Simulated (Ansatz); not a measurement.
Species: GeAsH4, charge 0, doublet. GeAsH4 (SMILES [GeH3][AsH], doublet).
B3LYP-D3(BJ)/def2-TZVP minimum from Ansatz (a program for electronic structure):
```xyz
6

Ge    -1.1454     0.1288     0.2545
As     1.2124    -0.1660    -0.3051
H     -1.9959    -0.7276    -0.7002
H     -1.5609     1.6051     0.1053
H     -1.4216    -0.3155     1.7039
H      1.6225     0.7953     0.8142
```
Charge 0, spin multiplicity 2.

Total energies in cc-pVTZ, 13 correlated electrons, 28 frozen orbitals. Open shells are spin-unrestricted; no spin-orbit coupling. Correlated methods leave the cores frozen (noble-gas shells, and filled d and f shells in the p block). No relativity.

```csv
method,program,energy (Eh),minus CCSDT(Q) (mEh)
HF,Ansatz,-4311.96924,294.95
MP2,Ansatz,-4312.21032,53.87
CCSD,Ansatz,-4312.25259,11.61
CCSD(T),Ansatz,-4312.26241,1.78
CCSDT(Q),Ansatz,-4312.26419,0.00
```

Rough core times of Ansatz's runs on a shared machine: CCSD(T) 30 s, CCSDT(Q) 40 min.
